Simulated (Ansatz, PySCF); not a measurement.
Molecule: CF3, charge 1, multiplicity 1. 
Structure (B3LYP-D3(BJ)/def2-TZVP (Ansatz, a quantum-chemistry and plane-wave program) minimum search):
```xyz
4

F     -0.5925     1.0837     0.0403
C      0.0000     0.0000     0.0000
F     -0.6429    -1.0542    -0.0471
F      1.2353    -0.0294     0.0068
```
Charge +1, spin multiplicity 1.

Total electronic energies in hartree. Valence correlation only, unless marked. No spin-orbit coupling. No relativistic terms. CBS marks a two-point X^-3 extrapolation of the correlation energy; Hartree-Fock from the larger set. The bracket is a focal-point correction in the basis named.

```tsv
level	program	energy (Eh)
HF/aug-cc-pVTZ	Ansatz	-335.94659
BP86/def2-TZVPD	PySCF	(withheld)
B97M-V/def2-TZVPD	Ansatz	-337.28417
PBE0-D4/def2-TZVPD	Ansatz + dftd4	(withheld)
r2SCAN0-D4/def2-TZVPD	Ansatz + dftd4	(withheld)
B2PLYP-D4/def2-TZVPD	Ansatz + dftd4	-337.20299
CCSD/cc-pVDZ	Ansatz	-336.50482
RI-MP2/CBS(aug-cc-pVTZ,aug-cc-pVQZ)+[CCSD(T)-MP2]/aug-cc-pVTZ	Ansatz	-337.0122
CCSD(T)/CBS(cc-pVTZ,cc-pVQZ)	Ansatz	-337.0055
```

Problem. Fill in the missing entries.

Solution. 
- BP86/def2-TZVPD, energy (Eh): -337.38713
- PBE0-D4/def2-TZVPD, energy (Eh): -337.06407
- r2SCAN0-D4/def2-TZVPD, energy (Eh): -337.19918
